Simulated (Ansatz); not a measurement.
`FC(F)(F)[Si]12O[Si]3(F)O[Si]4(F)O[Si](F)(O3)O[Si](F)(O[Si](F)(O4)O1)O2` with charge -1. The state is a doublet with charge -1. Geometry r2SCAN-D4/def2-SVP.

Cartesian coordinates in Å:
```
F 3.994 0.762 -0.039
C 3.294 -0.238 0.561
F 3.841 -1.397 0.114
F 3.599 -0.167 1.885
Si 1.402 -0.124 0.228
O 1.276 1.438 0.956
Si -0.225 2.083 0.959
F -0.127 3.522 1.674
O -1.350 1.216 1.826
Si -2.349 0.059 1.211
F -3.691 0.057 2.094
O -2.759 0.486 -0.331
Si -1.813 1.319 -1.399
F -2.782 2.195 -2.335
O -0.862 2.364 -0.552
O -1.004 0.308 -2.398
Si 0.081 -0.905 -2.085
F 0.346 -1.583 -3.521
O -0.596 -2.080 -1.126
Si -0.454 -2.166 0.526
F -0.564 -3.724 0.914
O -1.757 -1.464 1.273
O 0.992 -1.590 1.045
O 1.510 -0.371 -1.479
```

(1) Estimate the α-spin orbital energies around the gap (eV) in Ansatz with PBE-D4/def2-SVP, PBE0-D4/def2-SVP.

## Answers

(1) 
```tsv
orbital	PBE-D4/def2-SVP	PBE0-D4/def2-SVP
HOMO−5	-5.22	-7.22
HOMO−4	-5.12	-7.09
HOMO−3	-4.78	-6.75
HOMO−2	-4.66	-6.59
HOMO−1	-3.92	-5.72
HOMO	-0.04	-1.29
LUMO	2.80	3.67
LUMO+1	3.55	4.43
LUMO+2	3.59	4.46
LUMO+3	3.79	4.61
LUMO+4	4.11	5.05
LUMO+5	4.46	5.38
β HOMO	-3.91	-5.70
β LUMO	1.08	1.78
```
